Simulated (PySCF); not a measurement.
# MGa cations for M along group 15

r²SCAN with double-zeta basis sets in PySCF, for the lowest determinant that a PBE0 search found; no spin–orbit coupling. De refers to high-spin ground-configuration atoms (the charge goes to the atom of lower measured ionisation energy or higher electron affinity, which is not always the lowest computed limit). A positive dipole points towards Ga; it is taken about the centre of mass and depends on that origin.

```csv
M,basis,charged atom,state (unpaired electrons),Re (Å),ωe (cm⁻¹),De (eV),μ (D)
N,pcseg-1,Ga+,"quartet (σ ↑, π ↑↑)",2.525,125,0.20,0.74
P,cc-pVDZ-PP/cc-pV(D+d)Z,Ga+,"quartet (σ ↑, π ↑↑)",2.644,151,0.59,0.35
Bi,cc-pVDZ-PP,Ga+,"quartet (σ ↑, π ↑↑)",2.960,106,n/a,4.76
```

The shortest bond is that of GaN⁺ (2.525 Å), the longest that of GaBi⁺ (2.960 Å).

The rows differ in basis set, which adds steps of its own.

Down a group the atoms grow and get heavier, so bonds lengthen and wavenumbers fall; the exceptions here are the higher wavenumber at P.

Weak bonds: GaN⁺. Basis-set superposition, not corrected here, can be much of De in a small basis, most of all at correlated wavefunction levels. These are scalar-relativistic numbers at best; spin–orbit coupling would shift them, the dissociation energy most. For an ion De counts to the pair picked by the measured ionisation energies or electron affinities, which need not be the lowest pair at this level. States were picked by a PBE0 search and need not be the measured ground states.
